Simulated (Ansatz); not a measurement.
CH3Cl3NNb, SMILES `C[N]=[Nb]([Cl])([Cl])[Cl]`, 9 atoms. Charge 0, multiplicity 1. Correlated methods include outer-core shells of Nb, which these sets cover unevenly. Nb takes the def2 core potential. All runs use 4 threads of an Arm Neoverse V2 on a shared host. Correlated methods freeze the cores.

Q: Give the basis size and wall time and peak host memory of each of these runs in Ansatz. RKS PBE0-D4/def2-SVP energy; RKS PBE0-D4/def2-TZVP relaxation (5 steps); RKS ωB97M-V/def2-QZVPP energy; RKS PBE0-D4/def2-QZVPP energy; RHF-CCSD(T)/def2-TZVPP energy; RHF-CCSD(T)/def2-SVP energy; RKS PBE0-D4/def2-TZVP frequencies; RKS ωB97M-V/def2-SVP energy; RKS BLYP-D4/def2-TZVPP energy; RKS r2SCAN0-D4/def2-TZVPP energy; RKS r2SCAN-D4/def2-TZVPP energy and forces; direct RPA on PBE orbitals/def2-TZVPP energy. (Best estimate.)

A: The calculation gave: Other jobs shared the machine, so times are rough.

| level | job | functions | wall time | peak host memory (GiB) |
| --- | --- | --- | --- | --- |
| RKS PBE0-D4/def2-SVP | energy | 128 | 2.4 s | 0.32 |
| RKS BLYP-D4/def2-TZVPP | energy | 286 | 3.2 s | 0.48 |
| RKS r2SCAN-D4/def2-TZVPP | energy and forces | 286 | 8 s | 0.52 |
| direct RPA on PBE orbitals/def2-TZVPP | energy | 286 | 10 s | 0.79 |
| RKS ωB97M-V/def2-SVP | energy | 128 | 11 s | 0.5 |
| RKS r2SCAN0-D4/def2-TZVPP | energy | 286 | 12 s | 1.1 |
| RKS PBE0-D4/def2-QZVPP | energy | 495 | 17 s | 2.5 |
| RHF-CCSD(T)/def2-SVP | energy | 128 | 22 s | 0.84 |
| RKS PBE0-D4/def2-TZVP | relaxation (5 steps) | 231 | 32 s | 0.82 |
| RKS ωB97M-V/def2-QZVPP | energy | 495 | 36 s | 2.9 |
| RKS PBE0-D4/def2-TZVP | frequencies | 231 | 4.3 min | 0.82 |
| RHF-CCSD(T)/def2-TZVPP | energy | 286 | 12 min | 8.8 |
